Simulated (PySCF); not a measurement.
```xyz
3
charge 0 multiplicity 3, angstrom
Mo    0.0035    0.3038   -0.3974
N    -0.0089   -0.7786   -1.5934
Cl   -0.0061   -0.5383    1.7505
```

Method: UPBE0/[Mo def2-TZVP with ECP28, N def2-TZVP, Cl def2-TZVP], scalar-relativistic core potentials, density fitting, no spin–orbit coupling, PySCF.

This geometry of ClMoN is a stationary point at this level.

Task: What is the point group?

Result: Cs.

Task: Is it a minimum?

Result: Yes: all harmonic wavenumbers are real.

Task: List the harmonic modes with their infrared intensities.

Result: 
```tsv
symmetry	ω (cm⁻¹)	IR (km/mol)	type
a'	158	5.6	bend
a'	384	66.5	stretch
a'	1150	87.1	stretch
```

Task: Give the atomic charges and bond orders.

Result: 
```json
{"atom": "Mo1", "Mulliken": "0.94", "Löwdin": "0.31", "polar tensor": "1.26", "spin (Mulliken)": "2.36", "Mayer order to Mo1": "–"}
{"atom": "N2", "Mulliken": "-0.48", "Löwdin": "-0.25", "polar tensor": "-0.63", "spin (Mulliken)": "-0.38", "Mayer order to Mo1": "2.83"}
{"atom": "Cl3", "Mulliken": "-0.46", "Löwdin": "-0.06", "polar tensor": "-0.63", "spin (Mulliken)": "0.02", "Mayer order to Mo1": "0.90"}
```

Task: What is the atomisation energy, with and without zero-point energy?

Result: 867 kJ/mol without, 857 kJ/mol with.

Only a few start shapes were tried, so a lower isomer may exist. With open d or f shells other occupations or spin states may lie lower.
